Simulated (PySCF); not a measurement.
**I⁴¹⁺: ionisation energy**

I⁴¹⁺ [Ne] 3s2 (1S) → I⁴²⁺ [Ne] 3s1 (2S), as a difference of total energies. Computed with PySCF 2.14 in an even-tempered Gaussian basis (18 s from 8 bohr⁻², ratio 2.5; 12 p from 10 bohr⁻², ratio 2.5; 4 d from 38 bohr⁻², ratio 2.7; 4 f from 58 bohr⁻², ratio 2.7), with the spin-free X2C one-electron Hamiltonian (Gaussian nucleus). Correlated levels: outer shells: 1s2 frozen; virtual orbitals above 40 to 60 times the deepest correlated orbital energy dropped. The calculations carry no spin-orbit coupling.

| method | ionisation energy (eV) |
| --- | --- |
| UHF | 3096.8 |
| LDA | 3101.1 |
| PBE | 3103.3 |
| B3LYP | 3102.1 |
| r2SCAN0 | 3097.2 |
| MP2 (outer shells) | 3100.3 |
| SCS-MP2 (outer shells) | 3100.7 |

Estimate what PBE0 gives.

3102.0 eV, closest to B3LYP among the rows shown.

Estimate what r2SCAN gives.

3096.8 eV, closest to UHF among the rows shown.

Breit and QED terms and the two-electron picture change are absent.

For comparison: 3096 ± 4 eV (theoretical estimate listed by NIST; NIST Atomic Spectra Database, ionization energies).
